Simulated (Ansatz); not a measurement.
One change: `C#[C][Ga]([Cl])[Cl]` becomes `C[NH][Ga]([Cl])[Cl]`.

Ansatz, PBE0-D4/def2-TZVP geometries, multiplicity 1. Each molecule was computed in one conformer, which needn't be the lowest.

Scalar relativity is left out up to krypton.

```tsv
property	`C#[C][Ga]([Cl])[Cl]`
HOMO–LUMO gap (ωB97M-V/def2-TZVPP) / eV	11.00
HOMO energy (B3LYP/def2-TZVPP) / eV	-8.57
HOMO energy (ωB97M-V/def2-TZVPP) / eV	-11.11
LUMO energy (ωB97M-V/def2-TZVPP) / eV	-0.11
HOMO energy (PBE/def2-TZVPP) / eV	-7.58
HOMO–LUMO gap (PBE0/def2-TZVPP) / eV	6.89
```

Question: What does the change do to each property? (An estimate is asked.)

Answer: Computed: 
```tsv
property	`C[NH][Ga]([Cl])[Cl]`	shift
HOMO–LUMO gap (ωB97M-V/def2-TZVPP) / eV	10.59	-0.41
HOMO energy (B3LYP/def2-TZVPP) / eV	-7.10	1.47
HOMO energy (ωB97M-V/def2-TZVPP) / eV	-9.64	1.47
LUMO energy (ωB97M-V/def2-TZVPP) / eV	0.95	1.06
HOMO energy (PBE/def2-TZVPP) / eV	-6.00	1.58
HOMO–LUMO gap (PBE0/def2-TZVPP) / eV	6.37	-0.52
```

With PBE0 the HOMO rises by 1.53 eV and the LUMO rises by 1.01 eV, so the gap narrows by about 0.52 eV. PBE moves the HOMO by 1.58 eV and ωB97M-V by 1.47 eV. The zero-point energy changes by 93.5 kJ/mol with +9 modes.

B3LYP here is the variant with VWN-RPA as its local correlation; programs differ in this.
